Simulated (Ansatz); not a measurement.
The cluster SeS₃⁻, relaxed as a doublet with UKS r2SCAN-D4/def2-SVPD in Ansatz, starting from the GFN2-xTB geometry. Force threshold 0.02 eV/Å.

Another isomer (doublet) lies 0.08 eV lower at PBE0-D4/def2-TZVPD; other spin states weren't run for this one.

Start:

```xyz
4

S     1.390   -0.330    0.038
S    -0.496   -1.078    0.818
S    -2.024    0.021    0.317
Se    1.129    1.387   -1.172
```

```tsv
step	energy (eV)	largest force component (eV/Å)	SCF passes
1	-97838.4338	0.867	18
2	-97838.4766	0.363	23
3 (rejected)	-97838.4507	0.839	31
4	-97838.4961	0.325	23
5	-97838.5122	0.226	22
6	-97838.5189	0.083	24
7	-97838.5207	0.045	26
8	-97838.5210	0.015	25
```

Force components are those of the run's own axes.

End:

```xyz
4

S     1.532   -0.349    0.007
S    -0.564   -1.152    0.904
S    -1.825    0.167    0.166
Se    0.857    1.334   -1.077
```

By distances, no bond broke or formed. The bond that changes most is S1–S2, from 2.17 to 2.42 Å (atoms count from 1).

No frequencies were taken in this run, so the end may be a saddle point.

Hardware: 2 threads of Intel Xeon 6975P-C on a shared host. Wall time 20 s.
